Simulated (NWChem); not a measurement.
# AlF4 anion; SMILES [F][Al-]([F])([F])[F]

Computed with NWChem. Pople sets run with spherical d functions. Sets without diffuse functions describe the anion's extra electron poorly. Structure relaxed at the B3LYP/def2-SVPD level. Level B3LYP/6-31G*: single points from the atomic guess with DIIS by default; each run changes one setting, and all converged runs end within 0.3 mHa of each other.

Which setting needs the most SCF iterations, or fails (no level shifting; DIIS on 3 Fock matrices; DIIS on 20 Fock matrices; defaults; no DIIS, 40 % damping; occupation smearing of 0.005 Ha)?

no DIIS, 40 % damping, with 15 against 6 for the defaults.
| setting | SCF iterations |
|---|---|
| defaults | 6 |
| DIIS on 3 Fock matrices | 7 |
| occupation smearing of 0.005 Ha | 6 |
| no level shifting | 6 |
| no DIIS, 40 % damping | 15 |
| DIIS on 20 Fock matrices | 6 |
